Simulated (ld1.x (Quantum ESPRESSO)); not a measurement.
PBE PAW dataset for vanadium (V), scalar-relativistic all-electron reference.

ld1.x (Quantum ESPRESSO) 7.5 input, shortened:

```
&input
   title='V', zed=23., rel=1, dft='PBE', iswitch=3,
   config='[Ar] 3d4 4s1 4p0 4f-2'
 /
 &inputp
   pseudotype=3, lpaw=.true., tm=.true., lloc=-1, rcloc=2.60,
   nlcc=.true., new_core_ps=.true., rcore=1.20,
   which_augfun='BESSEL', rmatch_augfun=1.45
 /
8
4S  1  0   1.00   0.00  2.65  3.00  0.0
4S  1  0   0.00   0.25  2.65  3.00  0.0
3P  2  1   6.00   0.00  1.55  1.95  0.0
4P  3  1   0.00   0.00  1.55  1.95  0.0
3D  3  2   4.00   0.00  1.30  1.75  0.0
3D  3  2   0.00   0.20  1.30  1.75  0.0
4F  4  3  -2.00   0.35  2.40  2.75  0.0
4F  4  3  -2.00   0.70  2.40  2.75  0.0
 &test
   configts(1)='3p6 3d4 4s1 4p0'
 /
```

(1) Estimate the cutoffs (Ry, on a coarse ladder) from which the occupation-weighted sum of valence levels, in a spherical-Bessel basis at the reference potential, stays within 10 and 1 mRy of its value at 400 Ry.

(2) Does the potential have ghost states?

(3) Is the overlap operator S = 1 + Σ q|β⟩⟨β| positive definite (Bessel basis up to 400 Ry)?

(4) Which valence shell sets the plane-wave cutoff?

Results:

(1) 35 Ry and 50 Ry.

(2) No extra level below or beside the all-electron valence levels (s, p, d, f tested).

(3) Yes: its lowest eigenvalue is 0.09 (p channel).

(4) 3d: its level needs 35 Ry to come within 1 mRy, against 25 Ry for 3p.

Test run stopped at test 1 of 7 (negative rho).
